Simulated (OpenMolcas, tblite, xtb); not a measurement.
C2HBF2 (SMILES C#CB(F)F): methods side by side

The species is C2HBF2 (6 atoms), meant as a singlet with charge 0. SMILES: `C#CB(F)F`. Geometry: relaxed at PBE0-D4/def2-TZVP.

```xyz
6

C    -0.8837    0.4508    1.2534
C    -0.2186    0.1062    0.3117
B     0.6220   -0.3292   -0.8784
F     0.1536   -1.1795   -1.7666
F     1.8417    0.1317   -1.0541
H    -1.4730    0.7560    2.0879
```

Each level gives the dipole moment (D). The values are calculated.

```
           level             kind     program  value (D)
        GFN0-xTB   semi-empirical         xtb       1.69
       IPEA1-xTB   semi-empirical      tblite       2.38
    HF/def2-SVPD     Hartree–Fock  OpenMolcas       2.25
 SVWN5/def2-SVPD              LDA  OpenMolcas       1.97
  BLYP/def2-SVPD              GGA  OpenMolcas       1.92
  TPSS/def2-SVPD         meta-GGA  OpenMolcas       1.93
M06-2X/def2-SVPD  hybrid meta-GGA  OpenMolcas       2.02
```

The values span 1.69 to 2.38 D. Magnitudes only.
